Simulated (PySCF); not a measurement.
**Electron correlation in Mn(3+) (manganese, charge +3)**

[Ar] 3d4, high-spin 5D determinant. Calculation: PySCF 2.14, in aug-cc-pVDZ-DK (7s6p4d2f, 59 functions); the spin-free X2C one-electron Hamiltonian (Gaussian nucleus). Frozen: [Ar]; 4 electrons correlated.

```csv
level,correlation energy (mhartree)
CCSD,-29.97
(T),-0.17
CCSD(T),-30.14
```

Diagnostics: T1 = 0.0034, D1 = 0.0049, largest double amplitude 0.021.

Cost of the coupled-cluster step: of the order of 1.9 core-seconds, for 4 correlated electrons.

Iterations:

```
CC2 = 0
CCSD nocc = (np.int64(4), np.int64(0)), nmo = (50, 50)
frozen orbitals [[0, 1, 2, 3, 4, 5, 6, 7, 8], [0, 1, 2, 3, 4, 5, 6, 7, 8]]
max_cycle = 100
direct = 0
conv_tol = 1e-08
conv_tol_normt = 1e-06
diis_space = 8
diis_start_cycle = 0
Init t2, MP2 energy = -0.0263950596924471
Init E_corr(UCCSD) = -0.0263950597011723
cycle = 1  E_corr(UCCSD) = -0.02940466537736  dE = -0.00300960568  norm(t1,t2) = 0.011129
cycle = 2  E_corr(UCCSD) = -0.029853709565417  dE = -0.000449044188  norm(t1,t2) = 0.00273919
cycle = 3  E_corr(UCCSD) = -0.0299730711413347  dE = -0.000119361576  norm(t1,t2) = 0.000950817
cycle = 4  E_corr(UCCSD) = -0.029967826715128  dE = 5.24442621e-06  norm(t1,t2) = 0.000242724
cycle = 5  E_corr(UCCSD) = -0.0299697578643057  dE = -1.93114918e-06  norm(t1,t2) = 2.28901e-05
cycle = 6  E_corr(UCCSD) = -0.0299695897736439  dE = 1.68090662e-07  norm(t1,t2) = 3.68947e-06
cycle = 7  E_corr(UCCSD) = -0.0299695989993983  dE = -9.22575439e-09  norm(t1,t2) = 8.43795e-07
UCCSD converged
E(UCCSD) = -1155.448940524283  E_corr = -0.02996959899939832
UCCSD(T) correction = -0.000168531901958937
```
